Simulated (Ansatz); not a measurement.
Species: CBr2, charge 0, multiplicity 1. 
Coordinates optimised at B3LYP-D3(BJ)/def2-TZVP (Ansatz, a first-principles code):
```
C
Br 1 1.8989
Br 1 1.8989 2 110.45
```
Charge 0, spin multiplicity 1.

Property: vertical triplet-singlet gap (E(triplet) - E(singlet); each state is the SCF solution reached for its spin; for the singlet the Hartree-Fock reference is unstable and T1 is 0.025), in kJ/mol. Valence correlation only, unless marked. Open shells are spin-unrestricted. No spin-orbit coupling. Frozen are the shells of the preceding noble gas and the d and f shells that filled before the atom's block. No relativistic terms. CBS marks a two-point X^-3 extrapolation of the correlation energy; Hartree-Fock from the larger set. The bracket is a focal-point correction in the basis named.

```
level           program  vertical triplet-singlet gap (kJ/mol)
--------------  -------  -------------------------------------
HF/aug-cc-pVDZ   Ansatz                                   -6.2
```

### Question
Estimate the value at RI-MP2/CBS(aug-cc-pVTZ,aug-cc-pVQZ)+[CCSD(T)-MP2]/aug-cc-pVTZ as computed with Ansatz.

### Answer
99.9 kJ/mol, so HF/aug-cc-pVDZ differs from it by -106.1 kJ/mol.
